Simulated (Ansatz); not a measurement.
`[NH2][Sn][O][SiH3]`, relaxed with RKS PBE0-D4/def2-TZVP in Ansatz 0.2.0 from a PBE-D4/def2-SVP geometry. The force threshold is 0.005 eV/Å; the program also tests the step.

Charge 0, multiplicity 1. Sn takes the def2 core potential.

Start:

```xyz
9

N    -1.685    1.174   -0.252
Sn   -1.857   -0.209    1.256
O     0.016   -0.991    1.023
Si    1.361   -0.824    0.064
H    -0.847    1.311   -0.828
H    -2.419    1.844   -0.504
H     1.312    0.420   -0.803
H     1.515   -2.002   -0.866
H     2.605   -0.723    0.910
```

By how much does the energy fall, and how many steps does the optimiser take? (An estimate is asked.)

The calculation gave: 2.01 kcal/mol, in 19 steps.

Which bonds change most? (An estimate is asked.)

The calculation gave: Sn2–O3 from 2.043 to 1.989 Å; N1–Sn2 from 2.054 to 2.011 Å; O3–Si4 from 1.661 to 1.623 Å; Si4–H7 from 1.517 to 1.496 Å.

Give the relaxed structure. (Estimate.)

Ansatz gave: 
```xyz
9

N    -1.660    1.201   -0.200
Sn   -1.841   -0.246    1.185
O    -0.021   -0.996    0.900
Si    1.345   -0.835    0.038
H    -0.835    1.350   -0.763
H    -2.382    1.871   -0.417
H     1.271    0.308   -0.924
H     1.615   -2.066   -0.755
H     2.507   -0.587    0.936
```
